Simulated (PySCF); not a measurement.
CdN, PBE0: how much the basis matters

PySCF, UKS reference; quartet, unpaired electrons σ ↑, π ↑↑; De to Cd + N without counterpoise correction.

| basis | relativity | functions | Re (Å) | ωe (cm⁻¹) | De (eV) | μ (D) |
| --- | --- | --- | --- | --- | --- | --- |
| def2-SVP | scalar-relativistic core potentials | 45 | 2.430 | 166 | 0.13 | -0.81 |
| cc-pVDZ-PP/cc-pVDZ | scalar-relativistic core potentials | 52 | 2.430 | 157 | 0.12 | -0.63 |
| def2-SVPD | scalar-relativistic core potentials | 54 | 2.368 | 205 | 0.17 | -1.06 |
| x2c-TZVPPall | spin-free X2C | 110 | 2.334 | 222 | 0.17 | -1.24 |

Q: How does each smaller set differ from the one with most functions, x2c-TZVPPall?

A: def2-SVP: +9.6 pm, -25.2 % in ωe, -0.04 eV in De; cc-pVDZ-PP/cc-pVDZ: +9.6 pm, -29.3 % in ωe, -0.05 eV in De; def2-SVPD: +3.4 pm, -7.7 % in ωe, +0.00 eV in De. All at PBE0; the set with most functions is neither the basis-set limit nor always the best. The rows treat relativity differently, so the differences are not basis effects alone.

A positive dipole means Cd(−)N(+). The bond is weak. Basis-set superposition, not corrected here, can be much of De in a small basis, most of all at correlated wavefunction levels. Functionals without a dispersion term scatter widely for such bonds, and LDA overbinds them. Spin–orbit coupling is left out. The state is the lowest determinant that a PBE0 search found; another state may lie lower at other levels.
